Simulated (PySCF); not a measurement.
2H-1,3,5-oxadiazine (C₃H₄N₂O), SMILES C1=NC=NCO1. Geometry optimised at PBE-D3(BJ)/def2-SVP. The values are those of a single conformer.

These are PySCF 2.14.0 with PBE-D3(BJ)/def2-SVP values and carry that method's errors.

Harmonic wavenumbers (cm⁻¹): 82, 304, 531, 577, 649, 793, 905, 916, 962, 1022, 1048, 1081, 1167, 1222, 1340, 1353, 1370, 1428, 1598, 1679, 2928, 3032, 3074, 3079. Rotational constants (GHz): 5.868, 5.767, 2.993; symmetry number 1.

Q: Work out the zero-point energy and the ideal-gas rigid-rotor harmonic-oscillator thermochemistry at 298.15 K and 1 atm.

A: ZPE = ½ Σ hcν = ½ × 32139 cm⁻¹ = 192.23 kJ/mol. H − E(el) = 207.63 kJ/mol. Entropy in J/(mol K): translation 164.02, rotation 106.96, vibration 32.15, total 303.13. G − E(el) = 117.25 kJ/mol. Cp = 78.59 J/(mol K). Modes under 150 cm⁻¹ make the vibrational entropy uncertain.
